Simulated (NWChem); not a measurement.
System: C2H4N2Si; SMILES C1=N[SiH2]C=N1

Input file for NWChem:

```
start job
memory heap 200 mb stack 900 mb global 1100 mb
geometry units angstroms noautoz
  C      1.260724    -0.393628     0.000000
  N      0.521792    -1.441875     0.000000
  C     -0.880855    -1.088130     0.000000
  N     -1.310650     0.109387     0.000000
  Si     0.126358     1.141829     0.000000
  H      2.351788    -0.519827     0.000000
  H     -1.556593    -1.957284     0.000000
  H      0.224592     1.983265     1.224917
  H      0.224592     1.983265    -1.224917
end
basis spherical
  * library def2-tzvp
end
dft
  xc r2scan
  iterations 150
  semidirect filesize 400000000
  mulliken
end
task dft energy
```

All runs use the structure optimised with PBE0/def2-SVP.

Q: Give the results of this calculation. (r2SCAN/def2-TZVP.) Quantities: energy (Ha); highest occupied level (eV); orbital gap (eV); dipole (D).

A: The energy (Ha) is -477.53 and the highest occupied level (eV) comes out as -6.33. The orbital gap (eV) is 3.06 and the dipole (D) is 1.85.
